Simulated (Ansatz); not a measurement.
Geometry optimisation, UKS B3LYP-D4/def2-SVP (Ansatz).

Input file:

```yaml
crystal:
  periodic: [false, false, false]
  atoms:
    - { symbol: Sn, position_ang: [0.041604, 0.0, -0.071461] }
    - { symbol: Cl, position_ang: [-0.042824, 0.0, 2.324699] }
    - { symbol: H, position_ang: [1.634865, 0.0, -0.699055] }
    - { symbol: Cl, position_ang: [-1.127759, 1.88166, -0.824247] }
    - { symbol: Cl, position_ang: [-1.127759, -1.88166, -0.824247] }
    - { symbol: H, position_ang: [-0.007528, 0.0, 4.899911] }
magnetization:
  spin_polarized: true
  initial_magnetization: 1
basis:
  gaussian: { orbitals: def2-SVP }
hamiltonian:
  xc: b3lyp
  dispersion: d4
relax:
  f_tol: 0.03
  max_steps: 50
output:
  orbitals: {}
```

Launched with:

```bash
$ ansatz run input.yaml --threads 4 --pin off --max-ram 5120MiB --backend cpu --events-out ev --progress --plain --runs-dir out
```

Task: Where does it end, and by what steps?

Result: It converged. The force dipped under the threshold on the way, but the program's further checks kept it going. After 5 steps the energy has fallen by 0.030 eV; H6 moved furthest, 0.25 Å.

```csv
step,energy less start (eV),largest force component (eV/Å),accepted
0,0.0000,0.668,yes
1,-0.0144,0.224,yes
2,-0.0222,0.059,yes
3,-0.0267,0.060,yes
4,-0.0299,0.010,yes
5,-0.0302,0.006,yes
```

```xyz
6
Properties=species:S:1:pos:R:3
Sn 0.032 0.000 -0.127
Cl -0.036 0.000 2.220
H 1.640 0.000 -0.700
Cl -1.137 1.893 -0.870
Cl -1.137 -1.893 -0.870
H 0.008 0.000 5.153
```

Time of the run: 24 s on 4 threads of Arm Neoverse N1, with other jobs on the host, peak memory 0.3 GiB.
